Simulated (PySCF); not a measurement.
# MS3- across group 15

Level: PBE0, basis family def2-SVPD, scalar-relativistic core potentials from Rb on and no relativity for lighter atoms.

Each entry is the lowest minimum that a search over a few typed start shapes (and spin states, where more than one is plausible) found, or that minimum re-optimised at the stated level; isomers with ligand–ligand bonds, or fragments after loss of a ligand pair, can lie lower. Open shells are unrestricted; no spin–orbit coupling; PySCF with density fitting.

```tsv
molecule	2S+1	point group	mean bond to the central atom (Å)	gap (eV)	distinct angles (°)	polar-tensor charge of the central atom	lowest ω (cm⁻¹)
AsS₃⁻	?	?	?	?	?	?	?
SbS₃⁻	1	D3h	2.272	3.95	120	1.26	123
BiS₃⁻	1	D3h	2.376	3.26	120	1.22	93
```

Task: Fill in the row of AsS₃⁻.

Result: 2S+1: 1; point group: D3h; mean bond to the central atom (Å): 2.078; gap (eV): 3.97; distinct angles (°): 120; polar-tensor charge of the central atom: 1.24; lowest ω (cm⁻¹): 173.

The bond lengthens at every step; the largest change, 0.194 Å, falls between AsS₃⁻ and SbS₃⁻ among the members listed.

Spin–orbit coupling can matter for BiS₃⁻.

Left out of the table are members whose search was unfinished or whose lowest solution was spin-contaminated, unstable, very soft or bonded differently.
